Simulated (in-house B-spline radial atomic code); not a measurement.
A fraction x of an electron is removed from 3p in Ar⁺, starting from [Ne] 3s2 3p5 and keeping the highest spin. Level of theory: scalar-relativistic (X2C) AM05, spin-polarised, spherical fractional occupations, Fermi nucleus of rms radius 3.4274 fm; calculated with a B-spline radial code for spherical atoms.

```tsv
x	E(x) - E(0) (eV)	3p down level (eV)
0	0.0000	-21.501
0.05	1.0900	-22.100
0.23	5.2637	-24.280
0.28	6.4930	-24.892
0.39	9.3055	-26.247
0.5	12.2676	-27.613
0.6	15.0915	-28.866
0.65	16.5505	-29.495
0.77	20.1810	-31.015
0.99	27.3132	-33.830
1	27.6521	-33.958
```

The exact functional would give a straight line between the two integer points. Deviations E(x) - E(0) - x[E(1) - E(0)], in eV: -0.293 at x = 0.05, -1.096 at x = 0.23, -1.25 at x = 0.28, -1.479 at x = 0.39, -1.558 at x = 0.5, -1.5 at x = 0.6, -1.423 at x = 0.65, -1.111 at x = 0.77, -0.062 at x = 0.99.

The curve lies below the straight line by up to 1.558 eV (at x = 0.5): convex, the delocalisation error that favours fractional charges.

Task: How well does Slater's transition state (minus the level at half occupation) give the ionisation energy?

Result: It gives 27.613 eV against 27.652 eV from the two total energies; NIST lists 27.63 eV, ground level to ground level.
